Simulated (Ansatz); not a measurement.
A series at Ge: from `[OH][Ge]([OH])([OH])[SiH3]`, ligands are replaced one by one, each step taking up H₂ and setting free H₂O; n counts the steps. Ansatz, PBE0-D4/def2-TZVP geometries. Each molecule was computed in one conformer, which needn't be the lowest.

```csv
n,molecule,"HOMO energy, ωB97M-V/def2-TZVPP (eV)"
0,`[OH][Ge]([OH])([OH])[SiH3]`,-10.29
1,`[OH][GeH]([OH])[SiH3]`,-10.03
2,`[OH][GeH2][SiH3]`,-9.90
3,`[SiH3][GeH3]`,?
```

**Question.** By hand: fit a straight line y = ȳ + b (n − n̄) to the 3 given rows and predict n = 3.

**Answer.** n̄ = 1.000, ȳ = -10.073; Σ(n − n̄)(y − ȳ) = 0.390, Σ(n − n̄)² = 2.000, so b = 0.195 eV a step. Prediction: -10.073 + (0.195) × (2.000) = -9.68 eV.

**Question.** By hand: compare with the computed value, -10.34 eV, and give the steps along the whole series.

**Answer.** The line misses by -0.66 eV (computed minus predicted). Steps: 0.26, 0.13, -0.44 eV.

The steps change sign along the series, so a line is a poor guide. The highest orbital can change its character along such a series. The miss is 150.0 % of the series' range.
